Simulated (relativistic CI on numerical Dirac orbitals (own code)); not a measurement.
## Hyperfine structure of Mo²⁰⁺, mass number 95

Computed by Dirac-Coulomb-Breit CI, KLI orbitals optimised for each configuration, a model potential for QED, unscaled Slater integrals (own radial code, finite nucleus).

Configurations in the expansion (outside the closed core [Ne]): 3s2.3p6.3d4, 3s2.3p5.3d5, 3s.3p6.3d5, 3s2.3p6.3d3.4s, 3s2.3p6.3d3.4p, 3s2.3p6.3d3.4d, 3s2.3p6.3d3.4f, 3s2.3p5.3d4.4s, 3s2.3p6.3d2.4s.4p, 3s2.3p6.3d3.5s, 3s2.3p6.3d3.5p, 3p6.3d6, 3p5.3d7, 3s2.3p6.3d2.4s2, 3s2.3p6.3d.4s2.4p, 3s2.3p6.3d.4s2.4d, 3s2.3p6.3d.4s2.4f, 3s2.3p6.3d2.4p2, 3s2.3p6.3d.4s.4p2, 3s2.3p6.3d.4p3, 3s2.3p6.3d.4p2.4d, 3s2.3p6.3d.4p2.4f. Double excitations out of closed p, d and f shells are left out; levels of such configurations are missing from the list, as are those of other unlisted configurations, and high levels can miss mixing partners. These lack a partner that the ground configuration has and come out too high: 3s2.3p5.3d4.4s.

Nuclear spin I = 5/2, μ = -0.9132 μN, Q = -0.022 b (tables of Stone and Pyykkö). The electronic factors are computed for point nuclear moments, without core polarisation or the Bohr-Weisskopf and QED corrections.

```
           Level   E (eV)  A (MHz)  B (MHz)
3s2.3p6.3d4 5D_1   1.1666   -235.4    -69.9
3s2.3p6.3d4 5D_2   2.4433   -785.5    -48.2
3s2.3p6.3d4 5D_3   3.6334    -1257     45.7
3s2.3p6.3d4 5D_4   4.6725    -1664      200
3s2.3p6.3d4 3H_4  10.0400    -2659    -90.1
3s2.3p6.3d4 3H_5  12.0086    -2383     -136
3s2.3p6.3d4 3G_3  12.1081    -2719    -18.2
3s2.3p6.3d4 3P_1  12.2523    -1576     11.6
```

Levels with J = 0, under 50 % of one LS term, or S terms without an open s electron are left out. Small factors come from cancelling terms and can be off by tens of per cent or more.

At this charge energies of transitions that change n are usually good to better than 1 %, and those within a shell (Δn = 0) to a few per cent. Terms inside the open d or f shell come out 10 to 20 % too wide with unscaled integrals.

Q: Give the hyperfine levels of 3s2.3p6.3d4 5D_3 relative to its centre of gravity.

A: With K = F(F + 1) − I(I + 1) − J(J + 1), E = AK/2 + B[¾K(K + 1) − I(I + 1)J(J + 1)]/[2I(2I − 1)J(2J − 1)]: F = 1/2: 12600, F = 3/2: 10700, F = 5/2: 7544, F = 7/2: 3130, F = 9/2: -2529, F = 11/2: -9419 MHz.

LS names give the leading component of a level, which can be under half, so a name can repeat, a term be missing and a line seem to break the LS rules.
